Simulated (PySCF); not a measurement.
## Si2H6O4

The system: Si2H6O4, a small molecule; neutral, singlet. The structure, one conformer, was relaxed in the gas phase by PBE0-D3(BJ)/def2-SVP. No frequency run checks that it is a minimum.

SMILES: O[Si](O)(O)O[SiH3]

```xyz
12

O    -1.623   -0.079   -1.495
Si   -0.820   -0.396   -0.096
O     0.172   -1.682   -0.369
O    -1.972   -0.622    1.061
O     0.182    0.804    0.408
Si    1.799    1.167    0.233
H    -2.464    0.375   -1.392
H    -0.179   -2.381   -0.929
H    -1.690   -0.464    1.966
H     1.978    2.601    0.595
H     2.620    0.321    1.148
H     2.246    0.955   -1.175
```
(Å; atoms numbered from 1)

Shieldings: GIAO PBE0/pcSseg-2. Shifts are against computed references at the same level: H TMS (σ 31.24 ppm), Si TMS (σ 341.3 ppm). Core levels by delta-SCF with SCAN, pcX-2 on the ionised atom and pcseg-1 elsewhere, spin-free X2C (2p3/2 is the spin-free 2p value less a third of a first-order spin-orbit splitting); from the vacuum level, for chosen atoms.

Give the shieldings and core levels atom by atom.


```csv
atoms,bonded to,σ (ppm),δ (ppm),core level (eV)
O1,1 Si + 1 H,280.9,-,1s 538.97
Si2,4 O,413.2,-72.0,2p3/2 108.69
O3,1 Si + 1 H,280.2,-,1s 538.90
O4,1 Si + 1 H,274.8,-,1s 538.94
O5,2 Si,283.1,-,1s 538.11
Si6,1 O + 3 H,380.3,-39.0,-
H7,1 O,29.49,1.76,-
H8,1 O,29.46,1.79,-
H9,1 O,29.56,1.68,-
H10 H11 H12,1 Si,26.19,5.05,-
```

Values are those of this one static structure, with the three H of a rotating XH3 group averaged; atoms that internal rotation interchanges would show their mean in an NMR spectrum.

Which of O1, O3, O4, O5 holds its core electrons tightest, and by how much against the loosest?

O1 (bonded to 1 Si + 1 H), by 0.86 eV over O5 (bonded to 2 Si).

By CAM-B3LYP/def2-SVPD (TDDFT singlets, Tamm-Dancoff triplets, ionisation by delta-SCF), where does absorption start, and what does vertical ionisation take?

The first singlet with intensity lies at 7.79 eV (f 0.002); what lies below it is dark. The lowest singlet lies at 7.59 eV (f 0.001), the strongest of the first 6 at 8.59 eV (f 0.071), the lowest triplet at 7.25 eV; vertical ionisation takes 11.24 eV.
